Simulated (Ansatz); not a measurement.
H₅InOSi (`[SiH3][O][InH2]`). Total charge 0; spin multiplicity 1. In: def2 effective core potential. The structure was optimised at the PBE0-D4/def2-TZVP level.

```xyz
8

Si   -0.907    0.333   -1.038
O     0.281   -0.522   -0.338
In    1.294   -0.543    1.377
H    -1.396    1.433   -0.151
H    -2.070   -0.542   -1.357
H    -0.432    0.954   -2.307
H     2.438   -1.803    1.368
H     0.792    0.688    2.446
```

Question: What is the dipole moment at r2SCAN/def2-TZVPP? (An estimate is asked.)

Answer: The calculation gave: 2.61 D, with components (1.44, -0.20, 2.17) D in this frame, pointing from negative to positive charge.

Question: And with PBE, B3LYP, ωB97M-V? (Best estimate.)

Answer: Computed: PBE 2.51 D, B3LYP 2.62 D, ωB97M-V 2.72 D.

Question: Give the Mulliken charges with r2SCAN, PBE, ωB97M-V in def2-TZVPP. (Best estimate.)

Answer: Ansatz gave: 
```json
{"atom": "Si1", "r2SCAN": "0.46", "PBE": "0.35", "ωB97M-V": "0.34"}
{"atom": "O2", "r2SCAN": "-0.59", "PBE": "-0.48", "ωB97M-V": "-0.59"}
{"atom": "In3", "r2SCAN": "0.66", "PBE": "0.59", "ωB97M-V": "0.59"}
{"atom": "H4", "r2SCAN": "-0.10", "PBE": "-0.09", "ωB97M-V": "-0.07"}
{"atom": "H5", "r2SCAN": "-0.10", "PBE": "-0.08", "ωB97M-V": "-0.06"}
{"atom": "H6", "r2SCAN": "-0.10", "PBE": "-0.08", "ωB97M-V": "-0.06"}
{"atom": "H7", "r2SCAN": "-0.11", "PBE": "-0.10", "ωB97M-V": "-0.07"}
{"atom": "H8", "r2SCAN": "-0.10", "PBE": "-0.10", "ωB97M-V": "-0.07"}
```

B3LYP here is the variant with VWN-RPA as its local correlation; programs differ in this.
